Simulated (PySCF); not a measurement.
Species: C₇H₄ClO₂ (charge -1).
Numbering: `[O:1]=[C:2]([O-:3])[c:4]1[cH:5][cH:6][cH:7][cH:8][c:9]1[Cl:10]` (hydrogens: H11 on C5; H12 on C6; H13 on C7; H14 on C8)

The same species was optimised twice, with GFN2-xTB and with PBE0-D3(BJ)/def2-SVP (PySCF), and the same property calculations (PySCF, gas phase) were run on both structures.

```json
{"coordinate": "C9–Cl10 (Å)", "GFN2-xTB": "1.731", "PBE0-D3(BJ)/def2-SVP": "1.746", "change": "+0.015"}
{"coordinate": "C2–C4 (Å)", "GFN2-xTB": "1.587", "PBE0-D3(BJ)/def2-SVP": "1.574", "change": "-0.013"}
{"coordinate": "C4–C9 (Å)", "GFN2-xTB": "1.388", "PBE0-D3(BJ)/def2-SVP": "1.401", "change": "+0.013"}
{"coordinate": "C8–C9 (Å)", "GFN2-xTB": "1.389", "PBE0-D3(BJ)/def2-SVP": "1.401", "change": "+0.012"}
{"coordinate": "C4–C5 (Å)", "GFN2-xTB": "1.391", "PBE0-D3(BJ)/def2-SVP": "1.402", "change": "+0.011"}
{"coordinate": "C6–C7 (Å)", "GFN2-xTB": "1.386", "PBE0-D3(BJ)/def2-SVP": "1.396", "change": "+0.010"}
{"coordinate": "C5–C6 (Å)", "GFN2-xTB": "1.381", "PBE0-D3(BJ)/def2-SVP": "1.390", "change": "+0.009"}
{"coordinate": "C2–O3 (Å)", "GFN2-xTB": "1.236", "PBE0-D3(BJ)/def2-SVP": "1.245", "change": "+0.009"}
{"coordinate": "C7–C8 (Å)", "GFN2-xTB": "1.382", "PBE0-D3(BJ)/def2-SVP": "1.391", "change": "+0.009"}
{"coordinate": "O1=C2 (Å)", "GFN2-xTB": "1.232", "PBE0-D3(BJ)/def2-SVP": "1.236", "change": "+0.004"}
{"coordinate": "C8–C9–Cl10 (°)", "GFN2-xTB": "116.7", "PBE0-D3(BJ)/def2-SVP": "115.1", "change": "-1.6"}
{"coordinate": "C4–C9–Cl10 (°)", "GFN2-xTB": "121.6", "PBE0-D3(BJ)/def2-SVP": "123.2", "change": "+1.6"}
{"coordinate": "C2–C4–C9 (°)", "GFN2-xTB": "126.1", "PBE0-D3(BJ)/def2-SVP": "127.3", "change": "+1.2"}
{"coordinate": "C4–C5–C6 (°)", "GFN2-xTB": "122.2", "PBE0-D3(BJ)/def2-SVP": "123.0", "change": "+0.8"}
{"coordinate": "C5–C4–C9 (°)", "GFN2-xTB": "117.1", "PBE0-D3(BJ)/def2-SVP": "116.3", "change": "-0.8"}
{"coordinate": "O1–C2–O3 (°)", "GFN2-xTB": "129.9", "PBE0-D3(BJ)/def2-SVP": "130.5", "change": "+0.6"}
{"coordinate": "C7–C8–C9 (°)", "GFN2-xTB": "119.8", "PBE0-D3(BJ)/def2-SVP": "120.3", "change": "+0.5"}
{"coordinate": "C2–C4–C5 (°)", "GFN2-xTB": "116.9", "PBE0-D3(BJ)/def2-SVP": "116.3", "change": "-0.6"}
{"coordinate": "O1–C2–C4–C5 (°)", "GFN2-xTB": "180", "PBE0-D3(BJ)/def2-SVP": "178", "change": "-2"}
```

Rotational constants: A = 1511, B = 1225, C = 676.3 MHz (GFN2-xTB) against A = 1461, B = 1223, C = 665.8 MHz (PBE0-D3(BJ)/def2-SVP).

On the GFN2-xTB structure: HOMO (eV) -1.59 [PBE0/pcSseg-1]; LUMO (eV) 3.13 [PBE0/pcSseg-1]; GIAO shielding of O1/O3 (mean) (ppm) 13.4 [PBE0/pcSseg-1]; GIAO shielding of C2 (ppm) 24.9 [PBE0/pcSseg-1]; GIAO shielding of C4 (ppm) 36.4 [PBE0/pcSseg-1]; GIAO shielding of C5 (ppm) 45.9 [PBE0/pcSseg-1]; GIAO shielding of C6 (ppm) 60.3 [PBE0/pcSseg-1]; GIAO shielding of C7 (ppm) 59.3 [PBE0/pcSseg-1]; GIAO shielding of C8 (ppm) 54.3 [PBE0/pcSseg-1]; GIAO shielding of C9 (ppm) 41.1 [PBE0/pcSseg-1].

Task: What do these properties become on the PBE0-D3(BJ)/def2-SVP structure?

Result: 
```csv
property,level,on GFN2-xTB,on PBE0-D3(BJ)/def2-SVP,change
HOMO (eV),PBE0/pcSseg-1,-1.59,-1.69,-0.10
LUMO (eV),PBE0/pcSseg-1,3.13,3.03,-0.10
"energy, GFN2-xTB geometry as zero (kcal/mol)",PBE0/pcSseg-1,0.0,-0.8,-0.8
GIAO shielding of O1/O3 (mean) (ppm),PBE0/pcSseg-1,13.4,6.7,-6.7
GIAO shielding of C2 (ppm),PBE0/pcSseg-1,24.9,23.3,-1.6
GIAO shielding of C4 (ppm),PBE0/pcSseg-1,36.4,34.9,-1.5
GIAO shielding of C5 (ppm),PBE0/pcSseg-1,45.9,41.8,-4.1
GIAO shielding of C6 (ppm),PBE0/pcSseg-1,60.3,58.6,-1.7
GIAO shielding of C7 (ppm),PBE0/pcSseg-1,59.3,57.0,-2.3
GIAO shielding of C8 (ppm),PBE0/pcSseg-1,54.3,50.8,-3.5
GIAO shielding of C9 (ppm),PBE0/pcSseg-1,41.1,38.3,-2.8
```

The heavy atoms differ by 0.031 Å rms after alignment. Among bonds between heavy atoms C9–Cl10 changes most (+0.015 Å). Changes are differences of the printed values. Neither structure is proved a minimum here. Isolated species at its PBE0-D3(BJ)/def2-SVP geometry, gas phase. The geometry's basis has no diffuse functions, a weakness for an anion.

The values belong to the conformer `[O:1]=[C:2]([O-:3])[c:4]1[cH:5][cH:6][cH:7][cH:8][c:9]1[Cl:10]`: O1–C2–C4–C5 178°.
